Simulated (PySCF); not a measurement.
Highest harmonic wavenumber (cm⁻¹) of eight silicon and germanium compounds: PBE-D3(BJ) beside PBE0-D3(BJ), computed with PySCF for isolated molecules in the bases named; differences from unrounded values. The eight are the first of their class met in an unordered collection, after screening for sound electronic states; none was chosen by its value. Each level has its own optimised geometry.

```csv
molecule,basis,PBE0-D3(BJ),PBE-D3(BJ),difference
"N-methyl-N-silylethenamine (C₃H₉NSi), SMILES C=CN(C)[SiH3]",def2-SVP,3283,3193,-90
"Si(H)2(Me)(OMe) (C2H8OSi), SMILES CO[SiH2]C",def2-SVP,3175,3088,-87
"Si(Br)(OH)(NH2)2 (BrH5N2OSi), SMILES N[Si](N)(O)Br",def2-SVP,3936,3763,-173
"C₂H₇NOSi₂, SMILES C1(O[SiH2]CN=1)[SiH3]",def2-SVP,3124,3029,-95
"C₂H₅ClSi₂, SMILES [SiH3][Si@@H](Cl)C#C",def2-SVP,3473,3389,-84
"Si(H)(F)(vinyl)(OH) (C2H5FOSi), SMILES F[SiH](C=C)O",def2-SVP,3930,3759,-171
"C₃H₇NSi, SMILES CC1=NC[SiH2]1",def2-SVP,3167,3073,-94
"CH₆ClFSi₂, SMILES [SiH2](C[SiH2]F)Cl",def2-SVP,3142,3056,-85
```

PBE-D3(BJ) lies below PBE0-D3(BJ) in 8 and above it in 0 of the eight; the mean signed difference is -110 and the largest -173 cm⁻¹.
